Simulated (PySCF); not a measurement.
`C1=C[Te]COB1`, C₃H₅BOTe: coupling constants with relativity

Geometry:
| atom | x (Å) | y (Å) | z (Å) |
| --- | --- | --- | --- |
| B1 | 0.397 | -1.311 | 0.169 |
| C2 | 1.347 | -0.102 | -0.049 |
| C3 | 1.069 | 1.151 | 0.364 |
| Te4 | -0.831 | 1.743 | 1.035 |
| C5 | -1.628 | -0.003 | 0.014 |
| O6 | -0.949 | -1.180 | 0.317 |
| H7 | 0.817 | -2.438 | 0.300 |
| H8 | 2.376 | -0.289 | -0.381 |
| H9 | 1.830 | 1.940 | 0.395 |
| H10 | -2.680 | -0.103 | 0.310 |
| H11 | -1.563 | 0.221 | -1.063 |

[PySCF integrals, density fitting: indirect couplings; PBE0/pcJ-1 (dyall-v2z on Te), isolated molecule, Gaussian nuclear model, structure from PBE0-D3(BJ)/def2-SVP]

Non-relativistic values:
| coupling | atoms | J (Hz) |
| --- | --- | --- |
| 1J(125Te,13C) | Te4 – C3 | 259.6 |
| 1J(125Te,13C) | Te4 – C5 | 152.1 |
| 2J(125Te,13C) | Te4 – C2 | 24.4 |
| 2J(125Te,17O) | Te4 – O6 | 43.9 |
| 2J(125Te,1H) | Te4 – H9 | -94.7 |
| 2J(125Te,1H) | Te4 – H10/H11 | -32.1 |
| 3J(125Te,11B) | Te4 – B1 | -14.2 |
| 3J(125Te,1H) | Te4 – H8 | -14.0 |
| 4J(125Te,1H) | Te4 – H7 | -0.6 |

What do two-component X2C with spin–orbit coupling give?

Results:


| coupling | atoms | with spin–orbit (Hz) |
| --- | --- | --- |
| 1J(125Te,13C) | Te4 – C3 | 382.0 |
| 1J(125Te,13C) | Te4 – C5 | 221.0 |
| 2J(125Te,13C) | Te4 – C2 | 30.3 |
| 2J(125Te,17O) | Te4 – O6 | 53.0 |
| 2J(125Te,1H) | Te4 – H9 | -113.7 |
| 2J(125Te,1H) | Te4 – H10/H11 | -44.2 |
| 3J(125Te,11B) | Te4 – B1 | -11.2 |
| 3J(125Te,1H) | Te4 – H8 | -2.5 |
| 4J(125Te,1H) | Te4 – H7 | -2.4 |

The largest listed coupling, 1J(125Te,13C), ends at 1.47 times its non-relativistic value. Equivalent partners are averaged, as under fast rotation. In the static structure 2J(125Te,1H) spreads over -87.9, -0.5 Hz.
